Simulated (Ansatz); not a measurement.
Z-matrix (Å, degrees):
```
Al
Se 1 2.668
H 1 1.595 2 99.4
H 1 1.596 2 94.9 3 120.3
H 1 1.596 2 94.8 3 -120.2
H 2 1.469 1 97.1 3 46.6
H 2 1.469 1 97.2 3 -45.9
```

Charge 0, multiplicity 1.

Question: List the CAM-B3LYP/def2-TZVPP orbital energies in eV (Ansatz 0.2.0). (Estimate.)

Answer: Ansatz gave: Occupied: -12354.51, -1583.69, -1525.48, -1421.91, -1421.88, -1421.83, -216.30, -160.42, -160.32, -160.14, -113.53, -74.26, -74.07, -74.07, -61.24, -61.22, -61.06, -60.99, -60.97, -23.17, -14.39, -13.48, -12.39, -9.90, -9.30, -9.24. Lowest empty: 0.16, 0.36, 1.20, 2.52, 2.59, 3.09, 4.63, 4.95.
